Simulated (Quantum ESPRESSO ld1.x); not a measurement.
Mg III, configuration [Ne]. All-electron calculation, non-relativistic Kohn-Sham, BP86, spin-unpolarised, spherical densities, point nucleus. Program: ld1.x of Quantum ESPRESSO 7.5. Some entries of the table are withheld. Estimate them.

orbital  occ.  eigenvalue (eV)  <1/r> (bohr^-1)
1s          2              (1)            11.59
2s          2              (2)              (3)
2p          6          -66.809            1.964

Answer. 
(1) 1s eigenvalue (eV): -1278.571
(2) 2s eigenvalue (eV): -99.747
(3) 2s <1/r> (bohr^-1): 2.098
